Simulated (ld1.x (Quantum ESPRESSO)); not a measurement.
# BP86 TM semilocal dataset for V (Z = 23), scalar-relativistic all-electron reference.

ld1.x (Quantum ESPRESSO) 7.5 was run on this input:

```
&input
   title='V', zed=23., rel=1, dft='BP', iswitch=3,
   config='[Ar] 3d3 4s2 4p0',
   nld=3, rlderiv=2.30, eminld=-5.0, emaxld=5.0, deld=0.02
 /
 &inputp
   pseudotype=1, tm=.true., lloc=0,
   nlcc=.true., new_core_ps=.true.,
   file_pseudopw='V.pp', file_wfcaegen='ae.wfc', file_wfcncgen='nc.wfc'
 /
3
3P  2  1   6.00   0.00  1.05  1.05  0.0
3D  3  2   3.00   0.00  1.35  1.35  0.0
4S  1  0   2.00   0.00  2.10  2.10  0.0
 &test
   configts(1)='3p6 3d3 4s2 4p0'
 /
```

Command:

```bash
ld1.x < V.in > V.out
```

Resulting log (shortened: banner, matrices, multipoles, cross overlaps and the repeated all-electron block are left out):

```
Program LD1 v.7.5
     --------------------------- All-electron run ----------------------------

     V
     scalar relativistic calculation

     atomic number is 23.00
     dft =BP   lsd =0 sic =0 latt =0  beta=0.20 tr2=1.0E-14
     Exchange-correlation= BP
                           (   1   1   1   1   0   0   0)
     mesh =1181 r(mesh) = 100.93793 a.u. xmin = -7.00 dx = 0.01250
     1 Ry =  13.60569312 eV, c = 137.03599908

     n l     nl                  e(Ry)          e(Ha)          e(eV)
     1 0     1S 1( 2.00)      -394.4564      -197.2282     -5366.8528
     2 0     2S 1( 2.00)       -44.3199       -22.1600      -603.0030
     2 1     2P 1( 6.00)       -37.0052       -18.5026      -503.4809
     3 0     3S 1( 2.00)        -5.1680        -2.5840       -70.3149
     3 1     3P 1( 6.00)        -3.2434        -1.6217       -44.1293
     3 2     3D 1( 3.00)        -0.3893        -0.1947        -5.2970
     4 0     4S 1( 2.00)        -0.3565        -0.1783        -4.8505
     4 1     4P 1( 0.00)        -0.1130        -0.0565        -1.5374

     final scf error:  1.8E-15 reached in  26 iterations

     Etot =   -1898.742959 Ry,    -949.371480 Ha,  -25833.714024 eV

     Ekin =    1916.312106 Ry,     958.156053 Ha,   26072.754446 eV
     Encl =   -4518.300183 Ry,   -2259.150092 Ha,  -61474.605731 eV
     Eh   =     794.211693 Ry,     397.105846 Ha,   10805.800564 eV
     Exc  =     -90.966575 Ry,     -45.483287 Ha,   -1237.663303 eV

     normalization and overlap integrals

     s(1S/1S) =  1.000000  <r> =   0.0664  <r2> =    0.0059  r(max) =   0.0435
     s(2S/2S) =  1.000000  <r> =   0.3082  <r2> =    0.1123  r(max) =   0.2565
     s(2P/2P) =  1.000000  <r> =   0.2741  <r2> =    0.0926  r(max) =   0.2074
     s(3S/3S) =  1.000000  <r> =   0.9483  <r2> =    1.0381  r(max) =   0.8204
     s(3P/3P) =  1.000000  <r> =   1.0168  <r2> =    1.2196  r(max) =   0.8411
     s(3D/3D) =  1.000000  <r> =   1.4504  <r2> =    2.8585  r(max) =   0.8954
     s(4S/4S) =  1.000000  <r> =   3.3309  <r2> =   12.8139  r(max) =   2.7580
     s(4P/4P) =  1.000000  <r> =   4.6115  <r2> =   25.1851  r(max) =   3.6310

     ------------------------ End of All-electron run ------------------------

     --------------------- Generating NC pseudopotential ---------------------

      Generating local pot.: lloc=0, matching radius rcloc =   2.1000

      Computing core charge for nlcc:

       r > 0.50 : true rho core
      Core charge pseudized with two Bessel functions
      Integrated core pseudo-charge :   7.77

      Wfc   3P  rcut= 1.040  Using Troullier-Martins method

      Wfc   3D  rcut= 1.336  Using Troullier-Martins method

     ------------------- End of pseudopotential generation -------------------

     Computing logarithmic derivative in   2.30084
     Computing logarithmic derivative in   2.30084
     Computing the partial wave expansion
       no projector for channel:   0
     R is outside the sphere for l=    1 j= 0.00
     R is outside the sphere for l=    2 j= 0.00

     ---------------------- Testing the pseudopotential ----------------------

     V
     scalar relativistic calculation

     atomic number is 23.00   valence charge is 11.00
     dft =BP   lsd =0 sic =0 latt =0  beta=0.20 tr2=1.0E-14
     mesh =1181 r(mesh) = 100.93793 xmin = -7.00 dx = 0.01250

     n l     nl             e AE (Ry)        e PS (Ry)    De AE-PS (Ry)
     2 1     3P   1( 6.00)       -3.24344       -3.24350        0.00006
     3 2     3D   1( 3.00)       -0.38932       -0.38932       -0.00000
     1 0     4S   1( 2.00)       -0.35650       -0.35650       -0.00000
     3 1     4P   1( 0.00)       -0.11300       -0.11341        0.00041

     eps = 1.2E-15  iter = 14

     Etot =   -1898.742959 Ry,    -949.371480 Ha,  -25833.714024 eV
     Etotps =  -121.746834 Ry,     -60.873417 Ha,   -1656.450059 eV

     Ekin =      57.391077 Ry,      28.695539 Ha,     780.845385 eV
     Encl =    -136.554921 Ry,     -68.277461 Ha,   -1857.924351 eV
     Ehrt =      77.829775 Ry,      38.914888 Ha,    1058.928035 eV
     Ecxc =     -40.863742 Ry,     -20.431871 Ha,    -555.979539 eV
     (Ecc =     -25.317293 Ry,     -12.658646 Ha,    -344.459314 eV)
     Epseu=     -79.549023 Ry,     -39.774511 Ha,   -1082.319589 eV

     ---------------------- End of pseudopotential test ----------------------
```

Generation and configuration tests took about 1.1 s on one core of a shared server CPU.

Transferability test of the new file with ld1.x, input:

```
&input
   title='V', zed=23., rel=1, dft='BP', iswitch=2,
   config='[Ar] 3d3 4s2 4p0'
 /
 &test
   file_pseudo='V.pp', nconf=8,
   configts(1)='3p6 3d3 4s2 4p0',
   configts(2)='3p6 3d3 4s1 4p0',
   configts(3)='3p6 3d3 4s0 4p0',
   configts(4)='3p6 3d2 4s0 4p0',
   configts(5)='3p6 3d4 4s1 4p0',
   configts(6)='3p6 3d3 4s1 4p1',
   configts(7)='3p6 3d3 4s1.5 4p0',
   configts(8)='3p6 3d3 4s0 4p2'
 /
```

```bash
ld1.x < V.test.in > V.test.out
```

Pseudopotential blocks of its output, shortened (energy terms left out):

```
     ---------------------- Testing the pseudopotential ----------------------

     n l     nl             e AE (Ry)        e PS (Ry)    De AE-PS (Ry)
     2 1     3P   1( 6.00)       -3.24344       -3.24350        0.00006
     3 2     3D   1( 3.00)       -0.38932       -0.38932       -0.00000
     1 0     4S   1( 2.00)       -0.35650       -0.35650       -0.00000
     3 1     4P   1( 0.00)       -0.11300       -0.11341        0.00041

     eps = 9.2E-15  iter = 19

     Etot =   -1898.742959 Ry,    -949.371480 Ha,  -25833.714024 eV
     Etotps =  -121.746833 Ry,     -60.873417 Ha,   -1656.450053 eV

     ---------------------- End of pseudopotential test ----------------------

          ---------------------- Testing the pseudopotential ----------------------

     n l     nl             e AE (Ry)        e PS (Ry)    De AE-PS (Ry)
     2 1     3P   1( 6.00)       -3.80510       -3.79985       -0.00525  !
     3 2     3D   1( 3.00)       -0.94029       -0.93692       -0.00337
     1 0     4S   1( 1.00)       -0.81624       -0.81684        0.00060
     3 1     4P   1( 0.00)       -0.51289       -0.51341        0.00052

     eps = 5.8E-15  iter = 19

     Etot =   -1898.161257 Ry,    -949.080628 Ha,  -25825.799555 eV
     Etotps =  -121.164872 Ry,     -60.582436 Ha,   -1648.532064 eV
     dEtot_ae =       0.581703 Ry
     dEtot_ps =       0.581961 Ry,   Delta E=      -0.000259 Ry

     ---------------------- End of pseudopotential test ----------------------

          ---------------------- Testing the pseudopotential ----------------------

     n l     nl             e AE (Ry)        e PS (Ry)    De AE-PS (Ry)
     2 1     3P   1( 6.00)       -4.45550       -4.44493       -0.01057  !
     3 2     3D   1( 3.00)       -1.57074       -1.56442       -0.00633  !
     1 0     4S   1( 0.00)       -1.29282       -1.29742        0.00460
     3 1     4P   1( 0.00)       -0.93164       -0.93387        0.00223

     eps = 6.6E-15  iter = 16

     Etot =   -1897.102904 Ry,    -948.551452 Ha,  -25811.399936 eV
     Etotps =  -120.104522 Ry,     -60.052261 Ha,   -1634.105266 eV
     dEtot_ae =       1.640055 Ry
     dEtot_ps =       1.642312 Ry,   Delta E=      -0.002256 Ry

     ---------------------- End of pseudopotential test ----------------------

          ---------------------- Testing the pseudopotential ----------------------

     n l     nl             e AE (Ry)        e PS (Ry)    De AE-PS (Ry)
     2 1     3P   1( 6.00)       -5.68385       -5.68144       -0.00240
     3 2     3D   1( 2.00)       -2.71849       -2.71496       -0.00353
     1 0     4S   1( 0.00)       -2.00444       -2.01604        0.01160  !
     3 1     4P   1( 0.00)       -1.56654       -1.57101        0.00447

     eps = 8.3E-15  iter = 12

     Etot =   -1894.976086 Ry,    -947.488043 Ha,  -25782.463099 eV
     Etotps =  -117.983061 Ry,     -58.991530 Ha,   -1605.241315 eV
     dEtot_ae =       3.766873 Ry
     dEtot_ps =       3.763773 Ry,   Delta E=       0.003101 Ry

     ---------------------- End of pseudopotential test ----------------------

          ---------------------- Testing the pseudopotential ----------------------

     n l     nl             e AE (Ry)        e PS (Ry)    De AE-PS (Ry)
     2 1     3P   1( 6.00)       -2.98690       -2.98085       -0.00605  !
     3 2     3D   1( 4.00)       -0.18942       -0.18749       -0.00193
     1 0     4S   1( 1.00)       -0.29742       -0.30048        0.00306
     3 1     4P   1( 0.00)       -0.08468       -0.08510        0.00042

     eps = 6.0E-15  iter = 21

     Etot =   -1898.698438 Ry,    -949.349219 Ha,  -25833.108277 eV
     Etotps =  -121.699257 Ry,     -60.849628 Ha,   -1655.802737 eV
     dEtot_ae =       0.044522 Ry
     dEtot_ps =       0.047577 Ry,   Delta E=      -0.003055 Ry

     ---------------------- End of pseudopotential test ----------------------

          ---------------------- Testing the pseudopotential ----------------------

     n l     nl             e AE (Ry)        e PS (Ry)    De AE-PS (Ry)
     2 1     3P   1( 6.00)       -3.34775       -3.34224       -0.00551  !
     3 2     3D   1( 3.00)       -0.48708       -0.48354       -0.00353
     1 0     4S   1( 1.00)       -0.41775       -0.41806        0.00031
     3 1     4P   1( 1.00)       -0.16323       -0.16345        0.00021

     eps = 5.7E-15  iter = 22

     Etot =   -1898.494224 Ry,    -949.247112 Ha,  -25830.329811 eV
     Etotps =  -121.498253 Ry,     -60.749126 Ha,   -1653.067939 eV
     dEtot_ae =       0.248735 Ry
     dEtot_ps =       0.248581 Ry,   Delta E=       0.000154 Ry

     ---------------------- End of pseudopotential test ----------------------

          ---------------------- Testing the pseudopotential ----------------------

     n l     nl             e AE (Ry)        e PS (Ry)    De AE-PS (Ry)
     2 1     3P   1( 6.00)       -3.51112       -3.50876       -0.00236
     3 2     3D   1( 3.00)       -0.65265       -0.65111       -0.00154
     1 0     4S   1( 1.50)       -0.57941       -0.57958        0.00017
     3 1     4P   1( 0.00)       -0.30460       -0.30505        0.00045

     eps = 3.5E-15  iter = 19

     Etot =   -1898.509691 Ry,    -949.254846 Ha,  -25830.540249 eV
     Etotps =  -121.513509 Ry,     -60.756755 Ha,   -1653.275517 eV
     dEtot_ae =       0.233268 Ry
     dEtot_ps =       0.233324 Ry,   Delta E=      -0.000056 Ry

     ---------------------- End of pseudopotential test ----------------------

          ---------------------- Testing the pseudopotential ----------------------

     n l     nl             e AE (Ry)        e PS (Ry)    De AE-PS (Ry)
     2 1     3P   1( 6.00)       -3.44160       -3.43072       -0.01088  !
     3 2     3D   1( 3.00)       -0.57405       -0.56722       -0.00684  !
     1 0     4S   1( 0.00)       -0.46815       -0.46927        0.00112
     3 1     4P   1( 2.00)       -0.20220       -0.20247        0.00027

     eps = 6.8E-15  iter = 19

     Etot =   -1898.233897 Ry,    -949.116949 Ha,  -25826.787880 eV
     Etotps =  -121.237463 Ry,     -60.618732 Ha,   -1649.519718 eV
     dEtot_ae =       0.509062 Ry
     dEtot_ps =       0.509370 Ry,   Delta E=      -0.000308 Ry

     ---------------------- End of pseudopotential test ----------------------
```
